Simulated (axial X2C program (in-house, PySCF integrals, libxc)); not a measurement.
Photoelectron levels of CuTe⁻ by EOM-IP-CCSD

Computed with an axial X2C code built on PySCF integrals: two-component X2C with atomic mean-field Coulomb and Gaunt terms, Gaussian nuclei, basis Te dyall-acv3z, Cu dyall-acv3z with contracted cores.

R = 2.256 Å (0.960 times 2.350 Å, the PBE0 minimum at charge -1 for the lowest determinant).

Vertical detachment energies of CuTe⁻ to the states of CuTe:

```
Ω of CuTe  vertical detachment energy (eV)  above lowest (cm⁻¹)                   ionised spinor  one-hole weight
      3/2                            1.777                    0   76% Te pπ, 14% Cu pπ, 9% Cu dπ             0.94
      1/2                            2.163                 3117  75% Te pπ, 11% Cu pπ, 10% Cu dπ             0.93
      1/2                            3.486                13780   61% Te pσ, 22% Cu sσ, 9% Cu dσ             0.94
      5/2                            5.157                27262                       100% Cu dδ             0.89
```

(1) What is the splitting of the first π pair in the table, and is it regular or inverted?

This point took 21 s on 1 thread of Arm Neoverse V2, on a shared host.

Reference electrons by ω block (each with its −ω partner): 1/2: 26, 3/2: 12, 5/2: 3. 18 electrons of CuTe⁻ correlated (inner shells frozen), 84 natural virtual spinors (a truncated set); levels can be off by some tenths of an eV. Roots sought by Ω: (1/2: 4, 3/2: 3, 5/2: 1); the list ends where they run out and leaves out roots under 60 % one-particle weight. The solver can skip a root, and states that need a further excitation, which the method places far too high, are missing though they may lie low or lowest. T1 of the reference 0.032 (Lee–Taylor). Number of frozen shells: Te 4 s, 3 p, 2 d; Cu 3 s, 2 p. Large amplitudes in the reference (orbital relaxation or multireference character) lower the reliability.

Results:

(1) E(3/2) − E(1/2) = 0 − 3117 = -3117 cm⁻¹ at EOM-IP-CCSD: inverted, Ω = 3/2 lower. Splittings at this level can be off by ten to twenty per cent.
